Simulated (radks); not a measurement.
Values are calculated unless marked as measured or tabulated.
How relativity changes the ionisation of the neodymium ion Nd2+ ([Xe] 4f4) to Nd3+ ([Xe] 4f3). Spin-unpolarised spherical Kohn-Sham, PBEsol, point nucleus unless stated (finite: rms radius 4.9123 fm), a radial shooting solver on a logarithmic mesh with Libxc functionals. A level marked "c x" has the speed of light scaled by that factor and shares open shells by 2j + 1; other Dirac levels either fill j = l - 1/2 first or share by 2j + 1.

| level | E(Nd2+) (hartree) | E(Nd3+) (hartree) | IE (eV) | HOMO | <r> HOMO (bohr) |
|---|---|---|---|---|---|
| non-rel. | -9282.6343 | -9281.6924 | 25.631 | 4f | 1.015 |
| scalar-rel. | -9619.8619 | -9619.0354 | 22.489 | 4f | 1.083 |
| scalar-rel., finite nucleus | -9619.3395 | -9618.5130 | 22.490 | 4f | 1.083 |
| Dirac, 2j+1 shares | -9625.7477 | -9624.9234 | 22.430 | 4f7/2 | 1.091 |
| Dirac, low j first | -9625.7820 | -9624.9525 | 22.570 | 4f5/2 | 1.079 |
| Dirac, 2j+1 shares, finite nucleus | -9625.2227 | -9624.3983 | 22.431 | 4f7/2 | 1.091 |
| Dirac, c x 1.5 | -9426.8621 | -9425.9733 | 24.185 | 4f7/2 | 1.046 |
| Dirac, c x 2 | -9362.2881 | -9361.3762 | 24.814 | 4f7/2 | 1.032 |
| Dirac, c x 5 | -9295.1365 | -9294.1994 | 25.499 | 4f7/2 | 1.018 |

NIST Atomic Spectra Database: 22.09 eV (semi-empirical). The relativistic part of the total energy of Nd2+ is -342.6 hartree (Dirac, 2j+1 shares, finite nucleus), 3.7 % of the non-relativistic value. Spin polarisation and multiplet splitting of open shells are left out at every level.

Beside tabulated values, note that relativity, absent from the non-relativistic runs, is large for the heavy elements, and spin-unpolarised runs miss the spin-polarisation part of the exchange energy of open shells.
